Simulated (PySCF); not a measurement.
## Electronic structure of Al (aluminium, neutral) at the r2SCANh level

Configuration: [Ne] 3s2 3p1, 2P determinant. Computed with PySCF 2.14 in aug-cc-pV(D+d)Z (5s4p3d, 32 functions), with the non-relativistic Hamiltonian (point nucleus).

```
Total energy                                                  : -242.3272 hartree
One-electron energy                                           : -336.6135 hartree
Hartree (Coulomb) energy                                      : 112.8136 hartree
Exchange-correlation energy                                   : -18.5273 hartree
Kinetic energy                                                : 241.68557 hartree
⟨S²⟩                                                          : 0.7620
⟨L²⟩                                                          : 2.037
Sum of ⟨r⟩                                                    : 13.62 bohr
Sum of ⟨r²⟩                                                   : 32.66 bohr²
Traceless quadrupole moment −½Σ⟨3z² − r²⟩ along its main axis : -5.30 e·bohr²
Density at the nucleus (Gaussians lack the cusp)              : 1360 bohr⁻³
Spin density at the nucleus                                   : -0.00907 bohr⁻³
Langevin diamagnetic susceptibility                           : -25.9 ×10⁻⁶ cm³/mol
```

```
shell  electrons  mean orbital energy (hartree)  spread (hartree)  rms radius, mean of both spins (bohr)
 1s α          1                      -56.07474                 0                                  0.140
 1s β          1                      -56.07260                 0                                  0.140
 2s α          1                       -4.17447                 0                                  0.682
 2s β          1                       -4.17273                 0                                  0.682
 2p α          3                       -2.69151           0.00376                                  0.678
 2p β          3                       -2.68832           0.00927                                  0.678
 3s α          1                       -0.31151                 0                                   2.78
 3s β          1                       -0.28411                 0                                   2.78
 3p α          1                       -0.13422                 0                                   3.66
```
